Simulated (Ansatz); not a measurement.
Basis sets compared for SnH(OtBu)3 (C₁₂H₂₈O₃Sn). Charge 0, multiplicity 1. Geometry PBE-D4/def2-SVP. Ansatz on 2 threads of AMD EPYC 7R13 on a shared host and a share (18 GiB) of an NVIDIA H100 80GB HBM3; times are rough, and most runs start from earlier orbitals.

| atom | x (Å) | y (Å) | z (Å) |
| --- | --- | --- | --- |
| Sn1 | 0.4123 | -0.6108 | -1.0292 |
| H2 | 0.9969 | -1.4357 | -2.4342 |
| O3 | 1.5852 | 0.9735 | -0.5983 |
| C4 | 2.5991 | 0.9417 | 0.4296 |
| C5 | 3.4621 | -0.3227 | 0.2917 |
| C6 | 3.4401 | 2.2014 | 0.1842 |
| C7 | 1.9328 | 0.9864 | 1.8136 |
| H8 | 4.2946 | -0.3268 | 1.0247 |
| H9 | 2.8530 | -1.2325 | 0.4848 |
| H10 | 3.9005 | -0.3842 | -0.7252 |
| H11 | 3.8935 | 2.1691 | -0.8264 |
| H12 | 4.2512 | 2.2908 | 0.9348 |
| H13 | 2.8010 | 3.1042 | 0.2468 |
| H14 | 1.3102 | 0.0811 | 1.9612 |
| H15 | 1.2857 | 1.8822 | 1.9008 |
| H16 | 2.6893 | 1.0237 | 2.6242 |
| O17 | 0.4089 | -1.8580 | 0.5557 |
| C18 | -0.7953 | -2.4400 | 1.1005 |
| C19 | -1.6268 | -3.0888 | -0.0175 |
| C20 | -0.2974 | -3.5004 | 2.0916 |
| C21 | -1.6162 | -1.3587 | 1.8202 |
| H22 | -2.5177 | -3.6089 | 0.3903 |
| H23 | -1.9939 | -2.3158 | -0.7268 |
| H24 | -1.0179 | -3.8328 | -0.5704 |
| H25 | 0.3174 | -4.2577 | 1.5659 |
| H26 | -1.1474 | -4.0133 | 2.5853 |
| H27 | 0.3305 | -3.0277 | 2.8725 |
| H28 | -1.9459 | -0.5893 | 1.0931 |
| H29 | -1.0063 | -0.8692 | 2.6057 |
| H30 | -2.5184 | -1.7907 | 2.2998 |
| O31 | -1.4663 | 0.0587 | -1.3290 |
| C32 | -1.7708 | 1.4391 | -1.6263 |
| C33 | -0.8667 | 1.9542 | -2.7574 |
| C34 | -3.2395 | 1.4239 | -2.0704 |
| C35 | -1.5876 | 2.2940 | -0.3626 |
| H36 | -1.1380 | 2.9881 | -3.0536 |
| H37 | 0.1946 | 1.9763 | -2.4274 |
| H38 | -0.9585 | 1.3058 | -3.6525 |
| H39 | -3.3628 | 0.7828 | -2.9656 |
| H40 | -3.5917 | 2.4465 | -2.3144 |
| H41 | -3.8776 | 1.0149 | -1.2624 |
| H42 | -0.5269 | 2.2685 | -0.0407 |
| H43 | -2.2201 | 1.9059 | 0.4609 |
| H44 | -1.8691 | 3.3511 | -0.5476 |

In the def2 sets Sn takes a core potential; there is no spin–orbit coupling. Single mean-field runs in def2-TZVP are fitted with def2-universal-jkfit.

Binding counts from free atoms (Sn triplet, H doublet, O triplet, C triplet) in the same basis, without a counterpoise term.

```tsv
level	functions	energy (Eh)	HOMO (eV)	LUMO (eV)	binding per atom (eV)	wall time
PBE-D4/def2-SVP	376	-912.7660	-5.89	-1.80	4.21	2.4 s
PBE0-D4/def2-SVP	376	-912.8637	-7.44	-0.84	4.14	2.7 s
```

Q: Estimate the rows for PBE-D4/def2-TZVP, PBE0-D4/def2-TZVP (with forces).

A: 
```
                          level  functions  energy (Eh)  HOMO (eV)  LUMO (eV)  binding per atom (eV)  wall time
               PBE-D4/def2-TZVP        683    -913.5574      -6.03      -1.96                   4.17      3.2 s
PBE0-D4/def2-TZVP (with forces)        683    -913.6403      -7.52      -0.98                   4.10      4.6 s
```
